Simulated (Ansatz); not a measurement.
A made-up structure of CH3Zn (charge -1), singlet:

```xyz
5
angstrom
C -0.4520 -0.6510 0.1610
Zn 0.5783 0.8328 -0.2071
H -0.0736 -1.6751 0.1390
H 0.0237 0.6838 1.2110
H 1.4569 2.0993 -0.5221
```

It is relaxed with PBE-D4/def2-SVPD and then PBE0-D4/def2-TZVPD (Ansatz 0.2.0). Atoms count as bonded within 1.22 times the sum of their covalent radii (H–H: 0.88 Å). The end point is not checked to be a true minimum.

(1) Does its bonding change? (Judge from chemistry; the calculation decides.)

Answers

(1) By the calculation: Yes. Formed: C1–H4; broken: Zn2–H4.

Where it ends: The first stage lowers the energy by 2.76 eV in 11 steps. It ends as CH₃Zn ([CH2][ZnH]), total charge -1:
```xyz
5
angstrom
C -0.0815 -0.3580 0.5082
Zn 0.8036 1.0463 -0.2938
H -0.1209 -1.3681 0.0950
H -0.6268 -0.2751 1.4506
H 1.5589 2.2448 -0.9782
```

Labels in which every atom is bracketed show which atoms are joined, not bond orders.

For scale, one of the runs: PBE0-D4/def2-TZVPD relaxation, 115 basis functions, launched by `ansatz run in.yaml --threads 2 --pin off --events-out ev --progress --plain --max-ram 4352MiB`. Hardware: 2 CPU threads of an Arm Neoverse V2, shared host. Wall time about 8.5 s.
